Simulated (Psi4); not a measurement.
Internal rotation in SMILES C#C[SiH2][SiH2]C#N (C3H5NSi2). Scanned: dihedral C2–Si3–Si4–C5; all other coordinates were relaxed at B3LYP-D3(BJ)/def2-SVP. Points at φ and −φ are mirror images. Heavy atoms are numbered in the order of the SMILES C#C[SiH2][SiH2]C#N, hydrogens after them in the order of the atoms that carry them; the mirror image has the same energies with the sign of each dihedral reversed.

- PBE/def2-TZVP // B3LYP-D3(BJ)/def2-SVP (Psi4)
- PBE-D3(BJ)/def2-TZVP // B3LYP-D3(BJ)/def2-SVP (Psi4)
- B3LYP/def2-TZVP // B3LYP-D3(BJ)/def2-SVP (Psi4)
- MP2/cc-pVTZ = DF-MP2 (frozen core)/cc-pVTZ // B3LYP-D3(BJ)/def2-SVP (Psi4)

Energies relative to the lowest point of each profile, in kJ/mol; the last columns give the difference from MP2:

| φ / ° | PBE/def2-TZVP | PBE-D3(BJ)/def2-TZVP | B3LYP/def2-TZVP | MP2/cc-pVTZ | PBE/def2-TZVP − MP2/cc-pVTZ | PBE-D3(BJ)/def2-TZVP − MP2/cc-pVTZ | B3LYP/def2-TZVP − MP2/cc-pVTZ |
|---|---|---|---|---|---|---|---|
| -150 | 2.26 | 2.25 | 2.35 | 2.43 | -0.18 | -0.18 | -0.09 |
| -120 | 4.69 | 4.70 | 4.81 | 5.06 | -0.36 | -0.35 | -0.24 |
| -90 | 2.89 | 2.75 | 2.94 | 2.74 | 0.15 | 0.02 | 0.20 |
| -60 | 1.43 | 0.91 | 1.62 | 0.26 | 1.17 | 0.65 | 1.36 |
| -30 | 4.07 | 3.12 | 4.64 | 2.31 | 1.75 | 0.81 | 2.33 |
| 0 | 6.31 | 5.21 | 7.08 | 4.55 | 1.76 | 0.66 | 2.53 |
| 30 | 4.07 | 3.12 | 4.64 | 2.31 | 1.75 | 0.81 | 2.33 |
| 60 | 1.43 | 0.91 | 1.62 | 0.26 | 1.17 | 0.65 | 1.36 |
| 90 | 2.89 | 2.75 | 2.94 | 2.74 | 0.15 | 0.02 | 0.20 |
| 120 | 4.69 | 4.70 | 4.81 | 5.06 | -0.36 | -0.35 | -0.24 |
| 150 | 2.26 | 2.25 | 2.35 | 2.43 | -0.18 | -0.18 | -0.09 |
| 180 | 0.00 | 0.00 | 0.00 | 0.00 | 0.00 | 0.00 | 0.00 |

PBE/def2-TZVP is furthest from MP2/cc-pVTZ at 0 (1.76 kJ/mol, above); its mean absolute difference over the points is 0.75 kJ/mol.

PBE-D3(BJ)/def2-TZVP is furthest from MP2/cc-pVTZ at -30 (0.81 kJ/mol, above); its mean absolute difference over the points is 0.39 kJ/mol.

B3LYP/def2-TZVP is furthest from MP2/cc-pVTZ at 0 (2.53 kJ/mol, above); its mean absolute difference over the points is 0.92 kJ/mol.
